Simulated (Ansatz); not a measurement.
Cost and result for the atomization energy of `[SiH3][SiH]1NCN1` (13 atoms, 13 bonds).

Cartesian coordinates in Å:
```
Si 0.6517 1.4360 -1.7842
Si 0.2043 0.5107 0.3239
N -1.3235 -0.2774 0.5398
C -0.6546 -1.4961 1.0138
N 0.7045 -1.1253 0.5983
H 0.2902 0.4957 -2.8776
H -0.1201 2.6992 -1.9609
H 2.0998 1.7717 -1.8970
H 0.5990 1.5259 1.3605
H -2.1736 0.0163 0.9857
H -1.0176 -2.3992 0.5053
H -0.7476 -1.6435 2.1008
H 1.4875 -1.5140 1.0917
```

Total charge 0; spin multiplicity 1. The geometry is a stationary point of PBE0-D4/def2-TZVP. Program: Ansatz. All runs use 4 threads of an Arm Neoverse V2 on a shared host. Times are those of one run each, without the atoms' runs, and a repeat can differ threefold. Electronic energies, without spin–orbit coupling; frozen cores. CCSD(T)/CBS adds CCSD(T) − MP2 in def2-TZVPP to the MP2 limit, and its time is that of the two runs behind it. T1 = 0.012. B3LYP takes the VWN-RPA correlation (the form of Gaussian; ORCA's B3LYP/G).

CCSD(T)/CBS is a level of theory with its own doubt, some kJ/mol a heavy atom from the limit and from the frozen cores, so smaller differences don't rank the functionals.

```json
{"level": "PBE-D4/def2-TZVPP (with forces)", "functions": "289", "wall time": "2.8 s", "atomization (kJ/mol)": "4473.0", "difference from CCSD(T)/CBS": "62.3", "per bond": "4.8"}
{"level": "PBE0-D4/def2-TZVPP", "functions": "289", "wall time": "3.5 s", "atomization (kJ/mol)": "4406.0", "difference from CCSD(T)/CBS": "-4.7", "per bond": "-0.4"}
{"level": "r2SCAN-D4/def2-TZVPP (with forces)", "functions": "289", "wall time": "5.5 s", "atomization (kJ/mol)": "4394.1", "difference from CCSD(T)/CBS": "-16.6", "per bond": "-1.3"}
{"level": "B3LYP-D4/def2-TZVPP (with forces)", "functions": "289", "wall time": "5.5 s", "atomization (kJ/mol)": "4422.4", "difference from CCSD(T)/CBS": "11.7", "per bond": "0.9"}
{"level": "B2PLYP/def2-TZVPP", "functions": "289", "wall time": "6.5 s", "atomization (kJ/mol)": "4353.9", "difference from CCSD(T)/CBS": "-56.8", "per bond": "-4.4"}
{"level": "ωB97X-V/def2-TZVPP", "functions": "289", "wall time": "9 s", "atomization (kJ/mol)": "4454.5", "difference from CCSD(T)/CBS": "43.8", "per bond": "3.4"}
{"level": "ωB97M-V/def2-TZVPP (with forces)", "functions": "289", "wall time": "13 s", "atomization (kJ/mol)": "4429.5", "difference from CCSD(T)/CBS": "18.8", "per bond": "1.4"}
{"level": "MP2/def2-QZVPP", "functions": "551", "wall time": "28 s", "atomization (kJ/mol)": "4384.8", "difference from CCSD(T)/CBS": "-25.9", "per bond": "-2.0"}
{"level": "CCSD(T)/def2-TZVPP", "functions": "289", "wall time": "3.6 min", "atomization (kJ/mol)": "4270.6", "difference from CCSD(T)/CBS": "-140.1", "per bond": "-10.8"}
{"level": "CCSD(T)/CBS(def2)", "functions": "–", "wall time": "4.1 min", "atomization (kJ/mol)": "4410.7", "difference from CCSD(T)/CBS": "0.0", "per bond": "0.0"}
```

From PBE to PBE0 (25 % exact exchange), in def2-TZVPP and without D4, the atomization energy moves by −62.5 kJ/mol: exact exchange takes away binding that semilocal exchange gives to molecules. The D4 term adds +47.6 kJ/mol with B3LYP and +25.1 kJ/mol with PBE0; it sums over pairs of atoms, weighted by their polarisabilities, and B3LYP, whose exchange is more repulsive, gets the larger term. In def2-TZVPP, CCSD(T) changes the Hartree–Fock value by +1179.9 kJ/mol (the triples alone add +62.9 kJ/mol) and MP2 by +1210.1 kJ/mol; breaking electron pairs costs correlation energy, which Hartree–Fock lacks.
